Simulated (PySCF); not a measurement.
Trends in electronic spectra. Method used: PySCF, TDDFT PBE0/def2-SVPD, vertical, gas phase, core orbitals frozen in the response. Geometries: PBE0-D3(BJ)/def2-SVP; one conformer of each isolated species. Triplets are in the Tamm–Dancoff approximation. Relativistic effects are left out although some hold elements past zinc.

**Question.** Rank by computed lowest singlet excitation energy, highest first.
A. `C[N](C)[Ge@@H]([CH3])[O][SiH3]`
B. `[H]/N=C/[SiH2][AsH2]`
C. `COC(=O)C#CC(Cl)Cl`
D. `C=CC/C(=C\Cl)CC`
E. `C[C@@H]1[C@@H]2C[C@H]1[C@H](Cl)C2`

**Answer.** E (7.22 eV), D (5.89 eV), A (5.61 eV), C (4.68 eV), B (4.49 eV).

| SMILES | S1 (eV) | first f ≥ 0.01 (nm) | gap (eV) | HOMO (eV) | LUMO (eV) | S1 mainly |
| --- | --- | --- | --- | --- | --- | --- |
| C[C@@H]1[C@@H]2C[C@H]1[C@H](Cl)C2 | 7.22 | 158 | 8.62 | -8.05 | 0.57 | H→L (64%) |
| C=CC/C(=C\Cl)CC | 5.89 | 210 | 6.64 | -7.00 | -0.36 | H→L (87%) |
| C[N](C)[Ge@@H]([CH3])[O][SiH3] | 5.61 | 209 | 6.64 | -6.36 | 0.28 | H→L (85%) |
| COC(=O)C#CC(Cl)Cl | 4.68 | 225 | 6.51 | -8.59 | -2.08 | H→L (96%) |
| [H]/N=C/[SiH2][AsH2] | 4.49 | 193 | 6.28 | -7.37 | -1.09 | H→L (59%) |

H and L stand for HOMO and LUMO.

Mean S1 by what the SMILES shows (count): single bonds only 6.42 eV (2); a double or triple bond but no aromatic ring 5.02 eV (3).

- `C[C@@H]1[C@@H]2C[C@H]1[C@H](Cl)C2`: Löwdin shares by element: HOMO chlorine 58%, carbon 21% or more (atoms not listed hold the other 20%); LUMO carbon 27% or more, chlorine 22% (atoms not listed hold the other 51%).
- `C=CC/C(=C\Cl)CC`: Löwdin shares by element: HOMO carbon 58% or more, chlorine 26% (atoms not listed hold the other 16%); LUMO carbon 67% or more (atoms not listed hold the other 33%).
- `C[N](C)[Ge@@H]([CH3])[O][SiH3]`: Löwdin shares by element: HOMO nitrogen 55%, carbon 19% or more, oxygen 5% (atoms not listed hold the other 21%); LUMO silicon 25%, germanium 14%, oxygen 10%, hydrogen 9% or more (atoms not listed hold the other 42%).
- `COC(=O)C#CC(Cl)Cl`: Löwdin shares by element: HOMO oxygen 44%, carbon 42% or more; LUMO carbon 52% or more, oxygen 16% or more (atoms not listed hold the other 33%).
- `[H]/N=C/[SiH2][AsH2]`: Löwdin shares by element: HOMO arsenic 39%, nitrogen 16%, carbon 15%, silicon 12% (atoms not listed hold the other 18%); LUMO nitrogen 37%, carbon 36%, silicon 11%, hydrogen 5% or more.
